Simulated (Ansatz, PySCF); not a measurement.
BO, SMILES O=[B] (connectivity only; charge and spin as stated), charge +1, multiplicity 1. Atoms are numbered in the order given.

```xyz
2

B      0.0000     0.0000    -0.7291
O      0.0000     0.0000     0.4649
```
Charge +1, spin multiplicity 1.

Geometry: r2SCAN-D4/def2-TZVPD. The multiplicity is an assumed one; other spin states were not compared.

Two levels are set side by side: PBE-D3(BJ)/def2-TZVPD (Ansatz, an electronic-structure program) and r2SCAN-D4/def2-TZVPD (Ansatz). Each level has its own optimised geometry; the coordinates shown are those of the second. Frequencies come from the Hessian of PySCF at each geometry. Differences are taken from unrounded values.

```
quantity                            r2SCAN-D4
----------------------------------  ---------
bond B1–O2 (Å)                          1.194
highest harmonic wavenumber (cm⁻¹)       1929
mean harmonic wavenumber (cm⁻¹)          1929
zero-point energy (kcal/mol)             2.76
```

Q: What does PBE-D3(BJ) give, and how far is it from r2SCAN-D4? (An estimate is asked for; the answer gives what the named calculation found.)

A: 
| quantity | PBE-D3(BJ) | PBE-D3(BJ) minus r2SCAN-D4 |
|---|---|---|
| bond B1–O2 (Å) | 1.205 | 0.011 |
| highest harmonic wavenumber (cm⁻¹) | 1873 | -56 |
| mean harmonic wavenumber (cm⁻¹) | 1873 | -56 |
| zero-point energy (kcal/mol) | 2.68 | -0.08 |
